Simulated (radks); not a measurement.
The numbers below are computed, except where a source is named.
Excited configurations of Ag I: one electron is placed in a higher orbital outside [Kr] 4d10. The ground configuration is [Kr] 4d10 5s1. Code: a radial shooting solver on a logarithmic mesh with Libxc functionals. Model: scalar-relativistic Kohn-Sham, LDA (Slater exchange, Perdew-Wang correlation), spin-polarised, spherical densities, finite nucleus; open shells are filled with parallel spins first (spin-orbit coupling, left out, can overturn this in heavy ions); Fermi nuclear charge, rms radius 4.5454 fm. Excitation = E - E(ground); binding = E(ion) - E, where the ion is the core of charge +1; n* = 1/sqrt(2 binding) in atomic units, and the quantum defect is n - n*.

| outer orbital | excitation (eV) | binding (eV) | n* | quantum defect | eigenvalue (eV) | <r> (bohr) |
|---|---|---|---|---|---|---|
| 5p | 4.048 | 4.208 | 1.798 | 3.202 | -2.033 | 4.517 |
| 5d | 6.635 | 1.621 | 2.897 | 2.103 | -0.782 | 10.05 |
| 6s | 5.688 | 2.568 | 2.302 | 3.698 | -1.569 | 8.468 |
| 6p | 6.426 | 1.830 | 2.727 | 3.273 | -1.078 | 11.11 |
| 7s | 6.926 | 1.330 | 3.198 | 3.802 | -0.849 | 16.53 |
| 7p | 7.213 | 1.043 | 3.611 | 3.389 | -0.661 | 20.41 |

The Delta-SCF ionisation energy is 8.256 eV (NIST Atomic Spectra Database: 7.576 eV, measured). Self-interaction in the functional shifts the binding energies and quantum defects, so they are the method's values and not measured ones.
